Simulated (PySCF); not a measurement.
PBE0 on Pt⁻ (platinum, charge -1), [Xe] 4f14 5d9 6s2, 2D determinant. All numbers are calculated (PySCF 2.14, scalar relativity through the core potential, in def2-TZVPPD with the def2 core potential (60 electrons)).

```
cycle= 1 E= -119.316848139223  delta_E= -0.0122  |g|= 0.0446  |ddm|= 0.459
cycle= 2 E= -119.316506277287  delta_E= 0.000342  |g|= 0.0532  |ddm|= 0.169
cycle= 3 E= -119.317624047303  delta_E= -0.00112  |g|= 0.00684  |ddm|= 0.0646
cycle= 4 E= -119.317641346391  delta_E= -1.73e-05  |g|= 0.000769  |ddm|= 0.0113
cycle= 5 E= -119.317641693146  delta_E= -3.47e-07  |g|= 4.05e-05  |ddm|= 0.00291
cycle= 6 E= -119.317641696798  delta_E= -3.65e-09  |g|= 1.41e-05  |ddm|= 0.000298
cycle= 7 E= -119.317641696906  delta_E= -1.08e-10  |g|= 1.33e-06  |ddm|= 3.84e-05
converged SCF energy = -119.317641696906  <S^2> = 0.75275559  2S+1 = 2.0027537
```

Highest occupied orbital energy: 0.372 eV; ⟨L²⟩ = 6.02; populations by l: s 4.00, p 6.00, d 9.00, f 0.00.

Task: Can this result be used?

Result: With care. The calculation finished and met its thresholds. Energies and moments cover only the electrons outside the core potential. Spin-orbit coupling, absent here, splits the open shell strongly. At PBE0 the highest occupied level has a positive energy, so only the finite basis holds that electron; in a semilocal or global hybrid functional this comes from self-interaction and does not mean that the real anion is unbound.
